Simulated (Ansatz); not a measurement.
Consider the ligand exchange at the Sn–O bond: `C[O][SnH2][OH]` + H₂Se → `C[O][SnH2][SeH]` + H₂O.

Program: Ansatz. Geometries: PBE0-D4/def2-TZVP. ΔE: electronic, gas phase. CCSD(T)/CBS adds triple-zeta CCSD(T) − MP2 to the extrapolated MP2 energy (def2 sets, frozen cores). This one scheme is used for every species. Functionals use def2-TZVPP. B3LYP here is the variant with VWN-RPA as its local correlation; programs differ in this. Elements past krypton have def2 core potentials. For Se, Sn outer-core shells are correlated without core-valence functions, which leaves a few kJ/mol of doubt a bond. Scalar relativity is left out up to krypton. Each species was taken in one conformer, which may not be the lowest.

`C[O][SnH2][OH]`:

```xyz
10

C    -0.940    0.953   -1.088
O     0.245    0.623   -0.410
Sn    0.322   -0.898    0.828
O     2.182   -0.808    1.413
H    -0.744    1.825   -1.718
H    -1.759    1.215   -0.404
H    -1.291    0.143   -1.743
H    -0.712   -0.621    2.158
H     0.055   -2.353   -0.022
H     2.641   -0.079    0.986
```

H₂Se:

```xyz
3

Se   -0.396   -0.415   -0.374
H    -0.618    0.847    0.341
H     1.014   -0.432    0.033
```

`C[O][SnH2][SeH]`:

```xyz
10

C    -0.945   -0.509    1.253
O    -1.151    0.495    0.292
Sn    0.089    0.662   -1.220
Se    2.438    0.909   -0.321
H    -1.026   -1.520    0.828
H     0.034   -0.422    1.743
H    -1.717   -0.408    2.022
H    -0.405    2.094   -1.983
H    -0.005   -0.771   -2.143
H     2.688   -0.530   -0.472
```

H₂O:

Z-matrix (Å, degrees):
```
O
H 1 0.960
H 1 0.960 2 105.1
```

| level | ΔE (kcal/mol) | difference from CCSD(T)/CBS |
| --- | --- | --- |
| PBE-D4 | -16.3 | -0.1 |
| PBE0-D4 | -17.0 | -0.8 |
| B3LYP-D4 | -15.2 | 1.0 |
| ωB97X-V | -13.8 | 2.4 |
| B2PLYP | -14.1 | 2.1 |
| PBE0 | -16.2 | 0.0 |
| B3LYP | -13.7 | 2.5 |
| HF/def2-TZVPP | -13.3 | 2.9 |
| MP2/def2-TZVPP | -16.0 | 0.2 |
| SCS-MP2/def2-TZVPP | -14.2 | 2.0 |
| CCSD/def2-TZVPP | -14.3 | 1.9 |
| CCSD(T)/def2-TZVPP | -14.5 | 1.7 |
| MP2/def2-QZVPP | -16.8 | -0.6 |
| SCS-MP2/def2-QZVPP | -15.0 | 1.2 |
| HF/CBS(def2) | -13.0 | 3.2 |
| MP2/CBS(def2) | -17.6 | -1.4 |
| CCSD(T)/CBS | -16.2 | 0 |

Largest T1 diagnostic among the species: 0.014.

The D4 term adds −1.5 kcal/mol with B3LYP and −0.9 kcal/mol with PBE0; it sums over pairs of atoms, weighted by their polarisabilities, and B3LYP, whose exchange is more repulsive, gets the larger term. From PBE to PBE0 (25 % exact exchange), in def2-TZVPP and without D4, ΔE moves by −0.8 kcal/mol.
